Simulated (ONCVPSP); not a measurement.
**Tl (Z = 81), ONCV: configuration errors across variants**

```json
{
 "Element": "thallium",
 "Generator": "ONCVPSP 4.0.1",
 "Type": "optimised norm-conserving Vanderbilt (ONCV)",
 "Functional": "PBE",
 "Relativity": "scalar-relativistic",
 "Frozen core": "[Kr] 4d10 4f14 5s2",
 "Valence charge": "19",
 "Reference configuration": "5p6 5d10 6s2 6p1",
 "Partial waves": "6s: rc 2.25 bohr, ncon 4, nbas 8, qcut 2.7 1/bohr, 2 projectors, debl 2 Ha; 5p+6p: rc 1.80 bohr, ncon 3, nbas 6, qcut 9.5 1/bohr, 2 projectors; 5d: rc 1.85 bohr, ncon 4, nbas 9, qcut 7 1/bohr, 2 projectors, debl 4 Ha",
 "Local potential": "polynomial inside 1.20 bohr (lpopt 4, dvloc0 1 Ha)",
 "Core correction": "none"
}
```

All-electron excitation energies from the reference (eV): (1) 5p6 5d10 6s2 6p0 5.167; (2) 5p6 5d10 6s1 6p0 25.947; (3) 5p6 5d10 6s1 6p2 7.403.

A true bound ghost makes a file unfit for plane-wave use even where its test errors are small: the radial tests pick states by their node count and pass the ghost by.

Errors AE − PS in meV (a dash: test not solved or not reliable):

| change | (1) | (2) | (3) | bound ghosts | GHOST(+) flags above zero |
| --- | --- | --- | --- | --- | --- |
| base | -2.5 | -14 | -9.8 | s | none |
| all radii scaled by about 0.80 (s 1.80, p 1.44, d 1.48 bohr); local potential polynomial inside 0.96 bohr (lpopt 4, dvloc0 1 Ha) | -2.1 | -15 | -9.4 | s | s |
| all radii scaled by about 0.84 (s 1.88, p 1.50, d 1.56 bohr); local potential polynomial inside 1.00 bohr (lpopt 4, dvloc0 1 Ha) | -2.2 | -15 | -9.4 | s | none |
| all radii scaled by about 0.92 (s 2.06, p 1.66, d 1.70 bohr); local potential polynomial inside 1.10 bohr (lpopt 4, dvloc0 1 Ha) | -2.3 | -14 | -9.2 | s | none |
| all radii scaled by about 1.08 (s 2.42, p 1.94, d 2.00 bohr); local potential polynomial inside 1.30 bohr (lpopt 4, dvloc0 1 Ha) | -2.4 | -12 | -11 | none | s |
| all radii scaled by about 1.12 (s 2.52, p 2.02, d 2.08 bohr); local potential polynomial inside 1.34 bohr (lpopt 4, dvloc0 1 Ha) | -2.5 | -15 | -13 | none | s |
| all radii scaled by about 1.21 (s 2.72, p 2.18, d 2.24 bohr); local potential polynomial inside 1.46 bohr (lpopt 4, dvloc0 1 Ha) | -2.4 | -23 | -20 | none | s |
| all radii scaled by about 1.27 (s 2.86, p 2.28, d 2.36 bohr); local potential polynomial inside 1.52 bohr (lpopt 4, dvloc0 1 Ha) | -2.1 | -32 | -26 | none | s |
| all radii scaled by about 1.33 (s 2.98, p 2.38, d 2.46 bohr); local potential polynomial inside 1.60 bohr (lpopt 4, dvloc0 1 Ha) | -1.8 | -41 | -31 | none | s |

(1) Give the same row for: all radii scaled by about 0.97 (s 2.18, p 1.74, d 1.80 bohr); local potential polynomial inside 1.16 bohr (lpopt 4, dvloc0 1 Ha).

## Answers

(1) -2.4, -14, -9.4; bound ghosts: s; GHOST(+) flags above zero: d.
